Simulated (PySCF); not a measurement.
H₂O₄W (SMILES [O]=[W](=[O])([OH])[OH]), singlet, geometry from GFN2-xTB (such geometries of metal compounds can be far from the true shape) (core potentials on W). Base run: DF-CAMB3LYP/def2-SVP (PySCF).

Here is a job for PySCF.
```python
from pyscf import gto, scf, dft

mol = gto.M(
    atom='''
W     0.04245152    0.00010856    0.00617511
O     1.16227353    0.78461633   -0.99567295
O     0.83435974   -0.77951039    1.28610829
O    -0.90205874   -1.26075159   -0.99386071
H    -1.13046067   -2.02030589   -1.54734730
O    -1.15412496    1.25549336    0.69476301
H    -1.53454846    2.01349073    1.15968831
''',
    basis='def2-svp',
    ecp={'W': 'def2-svp'},
    verbose=3,
)

mf = dft.RKS(mol)
mf.xc = 'camb3lyp'
mf = mf.density_fit(auxbasis='def2-universal-jkfit')
mf.kernel()
```

Variants of this job, named by their change:

```tsv
change	basis functions	E (Eh)	HOMO (eV)	HOMO-LUMO gap (eV)	dipole (D)	core-seconds (rough)
base	98	-368.98770	-10.02	10.02	3.77	7
basis = LANL2DZ	?	?	?	?	3.77	7
basis = def2-SV(P)	85	-368.91905	-10.06	9.80	3.65	10
basis = def2-SVPD	143	-369.02024	-10.34	9.87	3.70	10
basis = def2-TZVP	176	-369.38265	-10.17	9.99	3.77	20
basis = def2-TZVPP	?	?	?	?	3.77	30
basis = def2-TZVPD	221	-369.38612	-10.25	9.91	3.72	20
```

Fill in the missing entries.


- basis = LANL2DZ, basis functions: 62
- basis = LANL2DZ, E (Eh): -369.91956
- basis = LANL2DZ, HOMO (eV): -10.30
- basis = LANL2DZ, HOMO-LUMO gap (eV): 9.57
- basis = def2-TZVPP, basis functions: 208
- basis = def2-TZVPP, E (Eh): -369.39394
- basis = def2-TZVPP, HOMO (eV): -10.18
- basis = def2-TZVPP, HOMO-LUMO gap (eV): 10.01

Totals compare only among sets that treat the same electrons; sets with core potentials leave the core out.
